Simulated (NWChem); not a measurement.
Species: C3H5NOSi; SMILES [SiH3]c1ncoc1

Results from NWChem. The geometry was optimised at B3LYP/6-31G* (spherical d). Total energies of different functionals are on different scales.

```json
[
 {"level": "PBE/def2-TZVP", "energy (Ha)": "-536.4343", "highest occupied level (eV)": "-6.42", "orbital gap (eV)": "5.00", "dipole (D)": "1.64"},
 {"level": "B3LYP/def2-TZVP", "energy (Ha)": "-536.8963", "highest occupied level (eV)": "-7.26", "orbital gap (eV)": "6.60", "dipole (D)": "1.62"},
 {"level": "TPSSh/def2-TZVP", "energy (Ha)": "-536.9077", "highest occupied level (eV)": "-6.83", "orbital gap (eV)": "5.97", "dipole (D)": "1.63"},
 {"level": "PW6B95/def2-TZVP", "energy (Ha)": "-537.4354", "highest occupied level (eV)": "-7.55", "orbital gap (eV)": "7.21", "dipole (D)": "1.60"},
 {"level": "PBE0/def2-TZVP", "energy (Ha)": "-536.4683", "highest occupied level (eV)": "-7.46", "orbital gap (eV)": "7.05", "dipole (D)": "1.64"}
]
```
